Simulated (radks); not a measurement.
The numbers below are computed, except where a source is named.
All-electron atom: the molybdenum ion Mo13+ in [Ar] 3d10 4s1.

Code: a radial shooting solver on a logarithmic mesh with Libxc functionals. Model: scalar-relativistic Kohn-Sham, PBEsol, spin-polarised, spherical densities, finite nucleus; open shells are filled with parallel spins first (spin-orbit coupling, left out, can overturn this in heavy ions); Fermi nuclear charge, rms radius 4.4091 fm.

Energy parts (eV):
part                       energy
total                 -108557.645
kinetic                111969.578
electron-nucleus      -253422.968
Hartree                 35963.615
exchange-correlation    -3067.870

Orbitals (lengths in bohr, moments of r in powers of bohr; r(max) is where P^2 peaks; r(90%) holds 90 % of the orbital's charge):
orbital  occ.  eigenvalue (eV)  r(90%)      <r^4>   r(max)
1s up       1        -20094.07  0.0630  7.216e-06  0.02288
1s down     1        -20093.75  0.0630  7.216e-06  0.02288
2s up       1        -3075.386   0.237   0.001333   0.1296
2s down     1        -3075.168   0.237   0.001332   0.1296
2p up       3        -2780.315   0.218  0.0009534   0.1035
2p down     3        -2780.092   0.218  0.0009533   0.1035
3s up       1        -743.0598   0.628    0.06592   0.3823
3s down     1        -742.5845   0.627    0.06560   0.3823
3p up       3        -645.9671   0.642    0.07137   0.3753
3p down     3        -645.4535   0.641    0.07088   0.3753
3d up       5        -488.3630   0.645    0.07258   0.3192
3d down     5        -487.8308   0.644    0.07168   0.3191
4s up       1        -293.9918    1.36      1.496   0.9133
4s down     0        -290.3375    1.36      1.486   0.9114

The highest occupied level is 4s up at -293.99 eV. Spin moment in Bohr magnetons: 1. The spin density at the nucleus is 191.3 e/bohr^3 (1s 0.9, 2s 0.3, 3s -0.7, 4s 190.9). The electron density at the nucleus is 9.25e+04 e/bohr^3 (large components only). Summed over all electrons, <r^2> = 4.863 bohr^2, which gives a Langevin (diamagnetic) susceptibility term of -3.85 x 10^-6 cm^3/mol. For comparison, the ionisation energy in NIST's Atomic Spectra Database is 302.60 eV (measured). In exact Kohn-Sham theory the highest level is minus the ionisation energy, but local and semilocal functionals leave it too shallow, through self-interaction and a potential that decays too fast; potentials with the right tail come closer. The density falls to 0.001 e/bohr^3 at r = 1.84 bohr.
